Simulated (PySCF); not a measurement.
## Rh (rhodium, neutral) across methods

[Kr] 4d9, 2D determinant (an excited configuration). Computed with PySCF 2.14 in x2c-TZVPPall, with the spin-free X2C one-electron Hamiltonian (Gaussian nucleus).

| method | E (hartree) | mean ε 4p β (eV) | mean ε 4d α (eV) | mean ε 4d β (eV) | Σ⟨r²⟩ (bohr²) | ⟨S²⟩ |
| --- | --- | --- | --- | --- | --- | --- |
| BHandHLYP | -4783.56 | -53.767 | -6.730 | -5.907 | 46.05 | 0.822 |
| PBE0 | -4783.26 | -50.497 | -5.399 | -4.671 | 46.39 | 0.807 |
| LC-wPBE | -4783.16 | -52.421 | -8.046 | -7.317 | 46.12 | 0.854 |
| HSE06 | -4783.21 | -50.090 | -4.996 | -4.279 | 46.41 | 0.798 |
| wB97X | -4783.73 | -52.780 | -7.767 | -7.116 | 46.20 | 0.769 |
| UHF | -4781.12937 | -59.502 | -8.932 | -7.660 | 45.33 | 0.848 |

⟨S²⟩ = 0.82 against 0.75 shows spin contamination.
